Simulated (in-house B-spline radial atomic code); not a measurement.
Mg⁵⁺: [He] 2s2 2p3

Computed with an all-electron radial atomic-structure program (B-spline basis): non-relativistic BP86, spin-polarised, spherical fractional occupations, point nucleus.

Effective charges: Z_r = [3n² - l(l+1)]/(2<r>) from the radius, Z_e = n√(-2ε) from the energy, and Slater's rules. Values are occupation-weighted means over spin.

```csv
shell,electrons,ε (eV),<r> (bohr),Z_r,Z_e,Slater
1s,2,-1402.8,0.1306,11.49,10.15,11.70
2s,2,-193.18,0.6303,9.52,7.54,8.90
2p,3,-168.77,0.5694,8.78,7.04,8.90
```

The least bound orbital is 2p up at -168.8 eV, while the most diffuse is 2s down (<r> = 0.6365 bohr against 0.5694 bohr): energy order and size order differ.
